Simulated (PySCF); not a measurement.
C₂H₅ClOSi.

```xyz
10

C     -2.9285     0.7281     0.1402
C     -1.7016     0.2108     0.1977
O     -0.5995     0.8869    -0.2410
Si     0.8715     0.2731    -0.7152
Cl     1.5412    -1.0958     0.6956
H     -3.1049     1.7199    -0.2818
H     -3.7741     0.1583     0.5274
H     -1.5011    -0.7791     0.6264
H      0.7591    -0.4459    -2.0082
H      1.7957     1.4236    -0.7759
```
Charge 0, spin multiplicity 1.

Coordinates come from a B3LYP-D3(BJ)/def2-SVP optimisation. This is a generated structure with no PubChem entry under its InChIKey; it may be hypothetical. Other conformers were not sampled.

All values below come from PBE0/pcSseg-1 (PySCF). Non-relativistic, no solvent.

Computed absolute GIAO shielding of each atom: isotropic value and principal components (ppm):
```
atom  σ(iso)    σ11    σ22     σ33   span
----  ------  -----  -----  ------  -----
C1      81.0  -27.0  111.0   158.8  185.8
C2      32.7  -80.6   68.3   110.3  190.9
O3     196.1  130.8  183.1   274.4  143.5
Si4    363.1  342.3  359.3   387.6   45.4
Cl5    924.0  772.5  985.9  1013.7  241.2
H6      26.2   23.2   24.8    30.7    7.6
H7      26.6   24.3   25.6    29.9    5.5
H8      24.6   20.4   23.3    30.0    9.6
H9      25.8   22.0   24.3    31.2    9.3
H10     26.0   22.0   24.3    31.7    9.6
```
